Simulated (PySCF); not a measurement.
CH5BrSi, SMILES C[SiH2]Br (B3LYP/def2-SVP optimised geometry):

```
8

C      1.125    -0.541     0.000
Si    -0.750    -0.541     0.000
Br    -1.519     1.578     0.000
H      1.499    -1.578     0.006
H      1.519    -0.035    -0.896
H      1.519    -0.025     0.890
H     -1.293    -1.208     1.215
H     -1.293    -1.208    -1.215
```

Level of theory: B3LYP/def2-TZVP (PySCF).

**Question.** What are the frontier orbital energies and the dipole moment?

**Answer.** HOMO-2 -9.65 eV, HOMO-1 -8.00 eV, HOMO -8.00 eV, LUMO -0.22 eV, LUMO+1 0.47 eV; dipole moment 1.99 D.

Meta-Löwdin charges at B3LYP/def2-TZVP: C1 -0.58, Si2 0.68, Br3 -0.29, H4 0.13, H5 0.13, H6 0.13, H7 -0.10, H8 -0.10.
